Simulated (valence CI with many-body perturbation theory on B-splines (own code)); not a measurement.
Results of a calculation; reference values are marked as such.
## From CI to CI+MBPT in As XXVII

Method: relativistic CI+MBPT: five valence electrons over a frozen Dirac-Fock core [He], a basis of 9 s, 9 p, 8 d, 6 f, 3 g, 1 h functions for each j, with the one-electron correlation potential Σ1 (screened to all orders), the two-electron term Σ2, the three-electron term Σ3, Breit, model QED; selected single and double excitations, second order for the rest (own B-spline code, finite nucleus).

No measured spectrum was set against this ion. As an estimate, large intervals hold to a few tenths of a per cent, small ones and those within an open d or f shell to about a per cent. Among the levels kept, up to 1600 cm⁻¹ of a level comes from second order outside the variational space, and about a tenth of that is noise between levels of different J, which matters for small intervals.

Each rung adds one term. CI alone is the Dirac-Coulomb CI over the frozen core; QED comes last and gives the full result, which names the levels. Energies are above (2s^2 2p1/2^2 2p3/2) J=3/2 on the same rung, in Ry.

Levels are named by their leading jj configuration (3d3/2^4 stands for four electrons in 3d with j = 3/2), which in mixed levels can hold well under half, so a name can repeat and another be missing. Letters in brackets count levels of one name in rising energy.

```csv
Level,CI alone,+ Σ1,+ Σ2,+ Σ3,+ Breit,Full
(2s^2 2p1/2 2p3/2^2) J=3/2,2.43,2.43,2.43,2.43,2.40,2.40
(2s^2 2p1/2 2p3/2^2) J=5/2,3.28,3.28,3.28,3.28,3.18,3.19
(2s^2 2p1/2 2p3/2^2) J=1/2,4.29,4.29,4.30,4.30,4.26,4.26
(2s^2 2p3/2^3) J=3/2,6.54,6.54,6.55,6.55,6.43,6.44
(2s 2p1/2^2 2p3/2^2) J=5/2,10.60,10.59,10.58,10.57,10.56,10.49
(2s 2p1/2 2p3/2^3) J=3/2 [a],12.32,12.31,12.30,12.29,12.27,12.21
(2s 2p1/2^2 2p3/2^2) J=1/2,12.49,12.48,12.47,12.47,12.47,12.40
(2s 2p1/2 2p3/2^3) J=3/2 [b],14.74,14.73,14.71,14.70,14.68,14.62
(2s 2p1/2 2p3/2^3) J=5/2,15.50,15.49,15.47,15.46,15.38,15.32
(2s 2p1/2 2p3/2^3) J=1/2,16.80,16.79,16.77,16.76,16.75,16.68
(2s 2p1/2 2p3/2^3) J=3/2 [c],17.54,17.53,17.51,17.49,17.43,17.37
(2s 2p3/2^4) J=1/2,20.18,20.17,20.15,20.13,20.05,19.99
(2p1/2^2 2p3/2^3) J=3/2,26.65,26.63,26.59,26.57,26.60,26.46
(2p1/2 2p3/2^4) J=1/2,29.57,29.55,29.51,29.49,29.45,29.32
(2s^2 2p1/2^2 3s) J=1/2,113.56,113.58,113.59,113.58,113.53,113.55
(2s^2 2p1/2 2p3/2 3s) J=3/2 [a],115.84,115.86,115.87,115.86,115.74,115.77
(2s^2 2p1/2^2 3p1/2) J=1/2,116.08,116.09,116.09,116.09,116.06,116.06
(2s^2 2p1/2 2p3/2 3s) J=1/2,116.17,116.19,116.19,116.18,116.06,116.09
(2s^2 2p1/2 2p3/2 3s) J=5/2,116.56,116.58,116.59,116.58,116.41,116.43
(2s^2 2p1/2 2p3/2 3s) J=3/2 [b],116.83,116.85,116.85,116.84,116.68,116.71
(2s^2 2p1/2^2 3p3/2) J=3/2,117.18,117.20,117.20,117.19,117.14,117.14
(2s^2 2p1/2 2p3/2 3p1/2) J=1/2,118.33,118.35,118.35,118.35,118.25,118.26
(2s^2 2p1/2 2p3/2 3p1/2) J=3/2 [a],118.64,118.66,118.66,118.66,118.55,118.55
(2s^2 2p1/2 2p3/2 3p1/2) J=5/2,119.13,119.15,119.15,119.14,119.00,119.00
(2s^2 2p1/2 2p3/2 3p3/2) J=5/2 [a],119.29,119.31,119.31,119.31,119.18,119.19
(2s^2 2p3/2^2 3s) J=5/2,119.45,119.47,119.47,119.47,119.25,119.28
(2s^2 2p1/2 2p3/2 3p3/2) J=1/2 [a],119.43,119.45,119.45,119.45,119.32,119.32
(2s^2 2p3/2^2 3s) J=3/2,119.67,119.69,119.70,119.69,119.48,119.51
(2s^2 2p1/2 2p3/2 3p3/2) J=3/2 [a],119.64,119.66,119.66,119.65,119.53,119.53
(2s^2 2p1/2 2p3/2 3p3/2) J=7/2,119.99,120.01,120.01,120.01,119.83,119.83
(2s^2 2p1/2 2p3/2 3p1/2) J=3/2 [b],120.00,120.01,120.01,120.01,119.87,119.87
```

**Question.** How does the ionisation energy move along the ladder, and which term matters most?

**Answer.** CI alone 2766.0, + Σ1 2766.3, + Σ2 2766.4, + Σ3 2766.3, + Breit 2765.3, + QED 2765.3 eV. The largest step is Breit, -1.0 eV. NIST lists 2766 ± 21 eV (semi-empirical).
